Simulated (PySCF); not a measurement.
Species: `N#C[Si@@H](/C=C/OC)CO[SiH3]`. The columns A, B, C and D hold Mulliken, IAO, Hirshfeld and ESP-fitted charges (e) of one PBE0/pcSseg-1 density (PySCF), in a shuffled order. Coordinates in Å (GFN2-xTB); the density's dipole moment is (-0.51, 3.22, 1.07) D.

| atom | x | y | z | A | B | C | D |
| --- | --- | --- | --- | --- | --- | --- | --- |
| C1 | 3.206 | 1.746 | 0.523 | -0.029 | -0.213 | -0.051 | -0.085 |
| O2 | 1.821 | 2.001 | 0.447 | -0.098 | -0.307 | -0.452 | -0.303 |
| C3 | 0.985 | 0.952 | 0.380 | +0.046 | +0.102 | +0.206 | +0.273 |
| C4 | 1.280 | -0.351 | 0.384 | -0.198 | -0.564 | -0.588 | -0.512 |
| Si5 | -0.016 | -1.691 | 0.287 | +0.398 | +0.935 | +0.956 | +0.302 |
| C6 | 0.708 | -3.065 | -0.764 | -0.035 | -0.161 | -0.215 | +0.244 |
| N7 | 1.173 | -3.900 | -1.396 | -0.208 | -0.203 | -0.211 | -0.420 |
| C8 | -1.595 | -1.096 | -0.608 | -0.075 | -0.327 | -0.219 | -0.255 |
| O9 | -2.092 | -0.016 | 0.152 | -0.216 | -0.650 | -0.672 | -0.300 |
| Si10 | -3.345 | 0.959 | -0.173 | +0.388 | +0.874 | +0.697 | +0.581 |
| H11 | 3.691 | 2.720 | 0.538 | +0.059 | +0.168 | +0.137 | +0.120 |
| H12 | 3.458 | 1.198 | 1.436 | +0.048 | +0.141 | +0.117 | +0.089 |
| H13 | 3.550 | 1.178 | -0.346 | +0.048 | +0.141 | +0.119 | +0.088 |
| H14 | -0.035 | 1.304 | 0.314 | +0.046 | +0.165 | +0.136 | +0.083 |
| H15 | 2.313 | -0.662 | 0.466 | +0.038 | +0.158 | +0.142 | +0.206 |
| H16 | -0.370 | -2.300 | 1.577 | -0.065 | -0.113 | -0.054 | -0.033 |
| H17 | -1.395 | -0.766 | -1.633 | +0.043 | +0.141 | +0.142 | +0.138 |
| H18 | -2.358 | -1.878 | -0.672 | +0.044 | +0.143 | +0.143 | +0.145 |
| H19 | -4.603 | 0.208 | -0.222 | -0.080 | -0.150 | -0.112 | -0.121 |
| H20 | -3.230 | 1.848 | 0.972 | -0.073 | -0.126 | -0.106 | -0.118 |
| H21 | -3.156 | 1.629 | -1.464 | -0.082 | -0.154 | -0.115 | -0.122 |

Task: Which column most likely holds the ESP-fitted charges?

Result: D. Σ q r misses the density's dipole by 0.02 D (D), 0.22 D (A), 1.01 D (B), 1.96 D (C). Charges fitted to the outside potential are the only set here that is tied to the molecule's multipoles.

Task: And the Hirshfeld charges?

Result: A. The mean sizes are 0.110 e (A), 0.216 e (D), 0.266 e (C), 0.283 e (B), and Hirshfeld charges are commonly the smallest of these schemes.

As computed, A = Hirshfeld, B = IAO, C = Mulliken, D = ESP-fitted. Hydrogens on carbon: Hirshfeld +0.04 to +0.06, IAO +0.14 to +0.17, Mulliken +0.12 to +0.14, ESP-fitted +0.08 to +0.21 e.

The Hirshfeld scheme weights the molecular density at each point by an atom's share of the summed free-atom densities. The ESP scheme fits charges at the nuclei, held to the total charge, to the electrostatic potential on points at 1.4 to 2.0 times the van der Waals radii.

The structure is a single GFN2-xTB conformer in the gas phase; no vibrational or solvent corrections.

These values come from a run that also computed NMR shieldings. Hardware: an Arm Neoverse N1 with one thread (shared host). Cost: 1.8 min wall, 1.1 GiB resident at most.

The values belong to the conformer `[CH3:1][O:2]/[CH:3]=[CH:4]/[Si@H:5]([C:6]#[N:7])[CH2:8][O:9][SiH3:10]`: C1–O2–C3–C4 1°, C3–C4–Si5–C6 143°, C4–Si5–C8–O9 -61°, Si5–C8–O9–Si10 175°.
